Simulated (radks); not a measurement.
Values are calculated unless marked as measured or tabulated.
V+, 22 electrons, occupied as [Ne] 3s2 3p5 3d4 4p1 (not the ground configuration). Code: a radial shooting solver on a logarithmic mesh with Libxc functionals. Model: non-relativistic Kohn-Sham, PBEsol, spin-unpolarised, spherical densities, point nucleus. Some entries of the table are withheld. Estimate them.

orbital,occ.,eigenvalue (hartree),<r^2> (bohr^2),<r> (bohr)
1s,2,(1),0.006039,0.06709
2s,2,-22.25074,0.1144,0.3111
2p,6,-18.85128,0.09313,0.2750
3s,2,-2.90673,1.050,0.9541
3p,5,-1.98067,(2),1.014
3d,4,-0.54832,2.253,1.318
4s,0,(3),10.28,3.004
4p,1,-0.27699,15.53,3.685
4d,0,-0.10916,43.49,(4)

Answer. 
(1) 1s eigenvalue (hartree): -195.9914
(2) 3p <r^2> (bohr^2): 1.210
(3) 4s eigenvalue (hartree): -0.42869
(4) 4d <r> (bohr): 6.149
